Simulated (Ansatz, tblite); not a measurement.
Isomers of GaCl3 (singlet), found by a short tight-binding search and relaxed with PBE0-D4/def2-SVP in Ansatz.

The xTB rows come from tblite. Correlated methods freeze 24 core orbitals; core or outer-core shells of Ga are correlated, in sets that lack core-valence functions.

Run but left out: HF/def2-TZVPP (B: restricted singlet, unstable towards broken spin symmetry); BHLYP-D4/def2-TZVP (B: restricted singlet, unstable in another Hartree–Fock run and untested here).

B: The restricted singlet is unstable towards broken spin symmetry in Hartree–Fock (as tested in another run); at PBE-D4/def2-TZVP, r2SCAN-D4/def2-TZVP, PBE0-D4/def2-TZVP, ωB97M-V/def2-TZVP this wasn't settled. At CCSD(T)/def2-TZVPP the restricted singlet (for correlated methods, its reference) is unstable: a solution with broken spin symmetry lies lower.

Other spin states were run for one of them alone.

A:

```xyz
4

Ga    0.000    0.000    0.000
Cl    0.105   -1.592    1.398
Cl    0.598    1.953    0.571
Cl   -0.703   -0.361   -1.969
```

B:

```xyz
4

Ga    0.1973   -0.1414    1.3554
Cl    2.1827   -0.1718    2.2276
Cl   -1.4782    0.2669   -2.8865
Cl   -0.9018    0.0464   -0.6965
```

Q: Estimate which lies lowest at each level, and how far above it the others are (eV).

A: 
| level | A | B |
| --- | --- | --- |
| GFN1-xTB | 0.00 | 3.39 |
| GFN2-xTB | 0.00 | 2.56 |
| PBE-D4/def2-TZVP | 0.00 | 3.07 |
| r2SCAN-D4/def2-TZVP | 0.00 | 3.60 |
| PBE0-D4/def2-TZVP | 0.00 | 3.71 |
| ωB97M-V/def2-TZVP | 0.00 | 4.10 |
| MP2/def2-TZVPP | 0.00 | 4.13 |
| CCSD/def2-TZVPP | 0.00 | 4.32 |
| CCSD(T)/def2-TZVPP | 0.00 | 4.05 |
Point groups (tolerance 0.1 Å): A D3h, B Cs. Lower isomers may exist.
